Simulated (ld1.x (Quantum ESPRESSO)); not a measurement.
nickel (Ni): excitation energies, all-electron against TM

Ni, norm-conserving Troullier–Martins (Kleinman–Bylander form), made with ld1.x (Quantum ESPRESSO) 7.5 (PBE, scalar-relativistic). Core [Ar], reference 3d8 4s2 4p0. Waves: 4s (bound): rc 1.75 bohr; 4p (bound, empty): rc 3.25 bohr; 3d (bound): rc 1.30 bohr. Local part: the d channel. Core correction: none.

Energies are relative to the spin-unpolarised reference configuration 3d8 4s2 4p0; without spin polarisation the order of configurations can differ from experiment.

```tsv
valence configuration	charge	ΔE all-electron (eV)	error AE − PS (meV)
3d8 4s1 4p0	+1	9.322	+4.9
3d8 4s0 4p0	+2	26.673	+57
3d7 4s0 4p0	+3	64.140	+113
3d9 4s1 4p0	0	-1.595	-101
3d7 4s2 4p1	0	10.545	-161
3d8 4s0 4p2	0	9.502	+23
```

(1) What are ΔE and the potential's error for 3d6 4s0 4p0?

Levels in the configuration 3d6 4s0 4p0:

```json
{"level": "3d", "all-electron (eV)": "-68.474", "pseudo (eV)": "-69.261"}
```

Note: ghost states, extra bound levels that the all-electron valence spectrum of the same l lacks: s at -278.3 eV, p at -108.5 eV. A true bound ghost makes a file unfit for plane-wave use.

Answers

(1) ΔE = 121.697 eV all-electron; the error (AE − PS) is -337 meV.

These tests converged, but a pseudo level misses the all-electron one widely, so the file describes the atom poorly there or has found another state: 3d6 4s0 4p0: empty 4s by 10.4 eV.
